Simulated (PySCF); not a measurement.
Working out the ionisation energy of Co⁺

Co⁺ [Ar] 3d8 (3F) → Co²⁺ [Ar] 3d7 (4F). All numbers are calculated (PySCF 2.14, no relativity, point nucleus, in cc-pVDZ). Frozen: [Ar]. Energies in hartree (1 hartree = 27.21139 eV):

| part | Co⁺ (lower) | Co²⁺ (upper) |
| --- | --- | --- |
| UHF | -1381.134835 | -1380.605811 |
| MP2 opposite-spin | -0.144838 | -0.082072 |
| MP2 same-spin | -0.092986 | -0.066294 |

What does Hartree-Fock give?

(-1380.605811) − (-1381.134835) = 0.529024 hartree = 14.395 eV.

What do MP2 and SCS-MP2 (6/5 opposite-spin, 1/3 same-spin) give?

The opposite-spin parts differ by 1.708 eV and the same-spin parts by 0.726 eV. MP2: 14.395 + (1.708) + (0.726) = 16.829 eV. SCS-MP2: 14.395 + 1.2 × (1.708) + (0.726)/3 = 16.687 eV.

Reference: 17.084 eV (measured; NIST Atomic Spectra Database, ionization energies), between the lowest levels; spin-orbit coupling is absent from the calculation.

The calculation is non-relativistic.

A double-zeta basis recovers only part of the correlation energy.

What remains against the reference includes basis incompleteness, the frozen core and correlation beyond second order.
